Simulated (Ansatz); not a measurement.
The pair A = H2S (SMILES S) (first 3 atoms), B = GeH4 (SMILES [GeH4]); geometry from B3LYP-D3(BJ)/def2-TZVP.
(charge 0, multiplicity 1):
```xyz
8

S      0.267     1.873     0.690
H     -1.064     1.859     0.865
H      0.246     0.726    -0.007
Ge    -0.172    -0.716     3.526
H     -0.944     0.560     3.887
H      1.331    -0.420     3.453
H     -0.663    -1.248     2.171
H     -0.431    -1.786     4.602
```

Frozen-core correlation. Filled d and f shells under p-block atoms count as core.

The values were computed with Ansatz (an electronic-structure program) with Gaussian orbitals. 

Total energies (hartree), monomers frozen at their geometry in the pair:

```
structure               HF/def2-SVPD  HF/def2-TZVPPD  MP2/def2-SVPD
---------------------  -------------  --------------  -------------
AB                     -2475.9888873   -2476.3869971  -2476.2637440
A in the pair's basis   -398.5750245    -398.7085379   -398.7298659
B in the pair's basis  -2077.4149450   -2077.6795681  -2077.5327117
A                       -398.5746528    -398.7084754   -398.7286150
B                      -2077.4148423   -2077.6794607  -2077.5323613
```

Q: Work out the interaction energy without and with the counterpoise correction, and the superposition error, for each level.

A: 
E(AB) − E(A) − E(B), times 627.509 kcal/mol, with the monomers in their own basis and then in the pair's basis:
- HF/def2-SVPD: 0.38 uncorrected, 0.68 corrected; the monomers gain 0.30 kcal/mol from borrowed functions
- HF/def2-TZVPPD: 0.59 uncorrected, 0.70 corrected; the monomers gain 0.11 kcal/mol from borrowed functions
- MP2/def2-SVPD: -1.74 uncorrected, -0.73 corrected; the monomers gain 1.00 kcal/mol from borrowed functions
